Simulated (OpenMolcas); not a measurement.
Mo5+ with 4 ligands (fluoride) in tetrahedral coordination (Td). Ligand basis ANO-RCC-VDZP.

- Program: OpenMolcas 26.06
- Method: SS-CASPT2, IPEA 0.25 Eh, imaginary shift 0.1 Eh (closed shells correlated: 4s 4p and the ligand valence shells)
- Basis: ANO-RCC-VDZP [6s5p3d1f]
- Scalar Hamiltonian: DKH2, point nucleus
- Active space: 1 electron in 5 orbitals (4d)
- State averaging: 2S+1 = 2 even, 5 roots
- Spin-orbit coupling: RASSI with atomic mean-field integrals over the reference wave functions

All ligands move together. At R = 1.68 Å |10Dq| is 20565 cm-1, and at R = 1.84 Å it is 15959 cm-1.

**Question.** A third run gives 17699 cm-1. What distance was it run at?

**Answer.** With a power law R^-n the two known points give n = -ln(15959 / 20565) / ln(1.84 / 1.68) = 2.79. Then R = 1.68 × (20565 / 17699)^(1/2.79) = 1.773 Å. The run was at 1.77 Å, so the estimate is off by +0.003 Å.

Roots that are degenerate in the reference are averaged as groups; the widest CASPT2 spread within a group is 99 cm-1 (the 3-fold group of multiplicity 2 near 16000 cm-1 above the lowest state of its run, R = 1.84). Shifts and gaps below about the spread of the groups concerned are not significant. Over all roots computed the reference weight is 0.74 in R = 1.77, 0.72 to 0.73 in R = 1.84; a low but even weight reflects the number of correlated electrons. An orbital doublet at a regular site is open to a Jahn-Teller distortion, which this geometry leaves out. Ligand-to-metal charge-transfer states are missing. With one d shell and no ligand orbital active, 10Dq can be off by a tenth or more. The least metal-like active orbital is 65 % on the metal (Löwdin) and no ligand orbital is active, so the numbers are rough (holds for R = 1.68). The least metal-like active orbital is 69 % on the metal (Löwdin) and no ligand orbital is active, so the numbers are rough (holds for R = 1.77). The least metal-like active orbital is 71 % on the metal (Löwdin) and no ligand orbital is active, so the numbers are rough (holds for R = 1.84). No measured value stands beside these numbers; the geometry is a model, was not optimised and need not be the one that this ion takes.
